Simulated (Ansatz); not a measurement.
Consider the substitution at a C–Si bond: `C[Si](C)(N)N` + `CO[Si]O` → `CO[Si]OC` + `C[SiH](N)N`.

Gas-phase electronic energies from Ansatz, PBE0-D4/def2-TZVP geometries. CCSD(T)/CBS adds triple-zeta CCSD(T) − MP2 to the extrapolated MP2 energy (def2 sets, frozen cores). Each species was taken in one conformer, which may not be the lowest.

`C[Si](C)(N)N`:

```xyz
15

C    -1.711   -0.273   -0.315
Si    0.137   -0.023   -0.151
C     0.525    0.473    1.612
N     0.551    1.119   -1.369
N     1.120   -1.400   -0.461
H    -2.067   -1.008    0.412
H    -2.261    0.656   -0.138
H    -1.972   -0.633   -1.313
H    -0.045    1.361    1.898
H     0.270   -0.322    2.320
H     1.587    0.702    1.732
H     1.509    1.399   -1.503
H    -0.088    1.852   -1.627
H     1.114   -1.841   -1.367
H     1.330   -2.060    0.269
```

`CO[Si]O`:

Z-matrix (Å, degrees):
```
C
O 1 1.411
H 1 1.092 2 109.5
H 1 1.097 2 112.0 3 -120.5
H 1 1.092 2 109.5 3 119.0
Si 2 1.657 1 123.9 3 120.6
O 6 1.644 2 99.6 1 -180.0
H 7 0.963 6 117.2 2 0.0
```

`CO[Si]OC`:

Cartesian coordinates in Å:
```
C -0.501 1.583 -0.302
O -0.597 1.231 1.057
Si -0.170 0.000 2.057
O 0.416 -1.231 1.141
C 0.544 -1.583 -0.216
H -1.353 1.187 -0.862
H -0.513 2.672 -0.383
H 0.422 1.211 -0.755
H 0.567 -2.672 -0.294
H 1.478 -1.189 -0.627
H -0.291 -1.209 -0.815
```

`C[SiH](N)N`:

Z-matrix (Å, degrees):
```
C
Si 1 1.868
H 1 1.093 2 111.2
H 1 1.093 2 110.4 3 -120.0
H 1 1.094 2 111.4 3 120.6
N 2 1.714 1 117.3 3 59.8
N 2 1.717 1 105.8 3 -59.0
H 2 1.496 1 108.0 3 175.8
H 6 1.006 2 120.8 1 91.3
H 6 1.007 2 121.8 1 -61.1
H 7 1.007 2 120.3 1 179.7
H 7 1.006 2 120.7 1 -33.2
```

| species | CCSD(T)/CBS(def2) energy (Eh) |
| --- | --- |
| `C[Si](C)(N)N` | -480.71189 |
| `CO[Si]O` | -479.93637 |
| `CO[Si]OC` | -519.17085 |
| `C[SiH](N)N` | -441.43339 |

Problem. Work out ΔE.

Solution. ΔE = (-519.17085) + (-441.43339) − (-480.71189) − (-479.93637) = 0.04402 Eh = +115.6 kJ/mol.

Problem. What do rigid-rotor, harmonic-oscillator terms from PBE0-D4/def2-TZVP frequencies (298.15 K, 1 bar) make of the CCSD(T)/CBS value? (An estimate is asked.)

Solution. Ansatz gave: ΔZPE = -0.6 kJ/mol, ΔH = +115.0 kJ/mol, ΔS = 12 J/(mol·K), ΔG = +111.5 kJ/mol.

Largest T1 diagnostic among the species: 0.014.

From BLYP to BHLYP (50 % exact exchange), in def2-TZVPP and without D4, ΔE moves by +5.2 kJ/mol. At CCSD(T), def2-SVP lies −19.6 kJ/mol from the extrapolated value and def2-TZVPP −2.1 kJ/mol.
